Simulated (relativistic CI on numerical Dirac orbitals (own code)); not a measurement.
**d4 in a ligand field**

Computed with a parametric ligand-field model of a d^n configuration (Racah B and C, spin-orbit zeta, crystal field), exact diagonalisation.

Field parameters in Wybourne normalisation: Oh B⁴₀ = 21Dq, B⁴₄ = √(5/14) B⁴₀; Td as Oh with Dq negative (B⁴₀ = 21Dq, B⁴₄ = √(5/14) B⁴₀). The field is a parameter set, without covalency.

(1) Lowest levels for B = 330, C = 1160, ζ = 4300 cm⁻¹, Oh, 10Dq = 34000 cm⁻¹?

(2) Lowest levels for B = 460, C = 1710, ζ = 3550 cm⁻¹, Oh, 10Dq = 28700 cm⁻¹?

(3) Lowest levels for B = 320, C = 1280, ζ = 2000 cm⁻¹, Td, 10Dq = -7450 cm⁻¹?

(4) Lowest levels for B = 1040, C = 4860, ζ = 460 cm⁻¹, Oh, 10Dq = 18400 cm⁻¹?

(5) Lowest levels for B = 470, C = 2100, ζ = 780 cm⁻¹, Oh, 10Dq = 39450 cm⁻¹?

## Answers

(1) A1 0 (S 0.94), T1 5730 (S 1.03), T2 7623 (S 0.72), E 7895 (S 0.77), E 14950 (S 0.54), T2 14966 (S 0.58), A1 20954 (S 0.35), T1 33701 (S 1.74), A1 33722 (S 1.70) cm⁻¹, with S from ⟨S²⟩ = S(S + 1). The ground level has 0.11 electrons in the cubic e pair.

(2) A1 0 (S 0.99), T1 4303 (S 1.05), T2 6574 (S 0.84), E 6805 (S 0.91), T2 13445 (S 0.46), E 13689 (S 0.39), A1 21216 (S 0.36), A2 24431 (S 1.94), T2 24473 (S 1.92) cm⁻¹, with S from ⟨S²⟩ = S(S + 1). The ground level has 0.12 electrons in the cubic e pair.

(3) A1 0 (S 0.95), T1 4392 (S 1.60), A1 5457 (S 1.30), T2 5839 (S 1.64), E 6907 (S 1.40), T1 7169 (S 1.45), T2 7608 (S 1.47), E 7714 (S 1.45), A2 8115 (S 1.00) cm⁻¹, with S from ⟨S²⟩ = S(S + 1). The ground level has 3.10 electrons in the cubic e pair.

(4) A1 0 (S 2.00), T1 17 (S 2.00), E 35 (S 2.00), T2 49 (S 2.00), A2 63 (S 2.00), A1 9479 (S 1.01), T1 9689 (S 1.00), T2 10034 (S 1.00), E 10051 (S 1.00) cm⁻¹, with S from ⟨S²⟩ = S(S + 1). The ground level has 1.00 electrons in the cubic e pair.

(5) A1 0 (S 1.00), T1 500 (S 1.00), T2 1230 (S 0.99), E 1239 (S 1.00), T2 7376 (S 0.02), E 7828 (S 0.02), A1 16386 (S 0.02), A2 27370 (S 2.00), T2 27374 (S 2.00) cm⁻¹, with S from ⟨S²⟩ = S(S + 1). The ground level has 0.01 electrons in the cubic e pair.
